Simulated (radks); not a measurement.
The numbers below are computed, except where a source is named.
All-electron atom: Ir14+ in [Kr] 4d10 4f14 5s2 5p1. Code: a radial shooting solver on a logarithmic mesh with Libxc functionals. Model: scalar-relativistic Kohn-Sham, BLYP, spin-polarised, spherical densities, finite nucleus; open shells are filled with parallel spins first (spin-orbit coupling, left out, can overturn this in heavy ions); Fermi nuclear charge, rms radius 5.4032 fm.

Normalised radial functions P(r) = r R(r), r in bohr:

```
   r/bohr * 4f down (the largest magnitude, 1.42, reaches the edge; | marks zero)
 0.002183 *
 0.002865 *
 0.003731 *
 0.004897 *
 0.006377 *
  0.00837 *
  0.01099 *
  0.01431 *
  0.01878 *
  0.02445 *
  0.03209 *
  0.04212 |*
  0.05485 | *
    0.072 |   *
  0.09375 |      *
   0.1231 |             *
   0.1615 |                       *
   0.2103 |                                   *
   0.2761 |                                               *
   0.3595 |                                                      *
   0.4718 |                                                    *
   0.6144 |                                          *
   0.8064 |                            *
    1.059 |              *
    1.378 |     *
    1.809 |*
    2.356 *
    3.092 *
```

4f down: eigenvalue -328.68 eV, 0 radial nodes, <r> = 0.511 bohr, 90 % of the charge inside 0.814 bohr.
